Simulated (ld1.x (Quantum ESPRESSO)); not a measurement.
# Varying the TM potential for Ru (Z = 44)

Base potential:

Ru, norm-conserving Troullier–Martins (Kleinman–Bylander form), made with ld1.x (Quantum ESPRESSO) 7.5 (PW91, scalar-relativistic). Core [Ar] 3d10, reference 4s2 4p6 4d8 5s0 5p0. Waves: 4s (bound): rc 1.80 bohr; 4p (bound): rc 1.40 bohr; 4d (bound): rc 1.65 bohr. Local part: all-electron potential smoothed inside 1.55 bohr (lloc = -2). Core correction: none.

Cutoffs, loose and tight: the cutoffs (Ry, on a coarse ladder) from which the occupation-weighted sum of valence levels, in a spherical-Bessel basis at the reference potential, stays within 10 and 1 mRy of its value at 400 Ry. They do not see the model core or the augmentation charge, which bear on the density cutoff. Test errors are all-electron minus pseudo excitation energies from the reference, over the configurations 4s2 4p6 4d7 5s1 5p0; 4s2 4p6 4d7 5s0 5p0; 4s2 4p6 4d6 5s0 5p0; 4s1 4p6 4d7 5s1 5p0; 4s2 4p6 4d7 5s0 5p1; 4s2 4p6 4d6 5s1 5p0; 4s2 4p6 4d6 5s2 5p0. A dash means not determined; rows that change the core or the reference have their own tests.

A true bound ghost makes a file unfit for plane-wave use even where its test errors are small: the radial tests pick states by their node count and pass the ghost by.

| change | outcome | cutoff, loose | cutoff, tight | bound ghosts | largest test error (meV) |
| --- | --- | --- | --- | --- | --- |
| base | generated | 60 Ry | 110 Ry | s | +9901 |
| all radii scaled by about 0.75 (s 1.36, p 1.06, d 1.24 bohr); local potential all-electron potential smoothed inside 1.16 bohr (lloc = -2) | generated | 120 Ry | 160 Ry | none | +581 |
| all radii scaled by about 0.83 (s 1.50, p 1.16, d 1.38 bohr); local potential all-electron potential smoothed inside 1.28 bohr (lloc = -2) | generated | 110 Ry | 160 Ry | none | +429 |
| all radii scaled by about 1.09 (s 1.96, p 1.52, d 1.80 bohr); local potential all-electron potential smoothed inside 1.68 bohr (lloc = -2) | generated | 55 Ry | 90 Ry | none | +2406 |
| all radii scaled by about 1.30 (s 2.34, p 1.82, d 2.16 bohr); local potential all-electron potential smoothed inside 2.02 bohr (lloc = -2) | generated | 45 Ry | 60 Ry | none | +489 |
| all radii scaled by about 1.36 (s 2.44, p 1.90, d 2.24 bohr); local potential all-electron potential smoothed inside 2.10 bohr (lloc = -2) | generated | 40 Ry | 60 Ry | none | -557 |

Problem. What comes out with this change to the base: all radii scaled by about 1.19 (s 2.14, p 1.68, d 1.96 bohr); local potential all-electron potential smoothed inside 1.84 bohr (lloc = -2)?

Solution. outcome: generated; cutoff, loose: 50 Ry; cutoff, tight: 60 Ry; bound ghosts: none; largest test error (meV): +1154.

Problem. What comes out with this change to the base: all radii scaled by about 0.96 (s 1.72, p 1.34, d 1.58 bohr); local potential all-electron potential smoothed inside 1.48 bohr (lloc = -2)?

Solution. outcome: generated; cutoff, loose: 70 Ry; cutoff, tight: 120 Ry; bound ghosts: none; largest test error (meV): -2245.

Reading the sweep of the scale of all radii (base = 1) (base included, trends over the rows without a ghost): The loose cutoff falls from 120 Ry at 0.75 to 40 Ry at 1.36. A larger radius leaves more room for a smooth pseudo-wave, so fewer plane waves are needed; a smaller one forces it to follow the all-electron wave where it bends sharply. The median size of the test errors (rows with all tests solved) is not monotonic: lowest 36.8 meV at 1.36, highest 1001.8 meV at 1.09. Bound ghosts are found at 1.
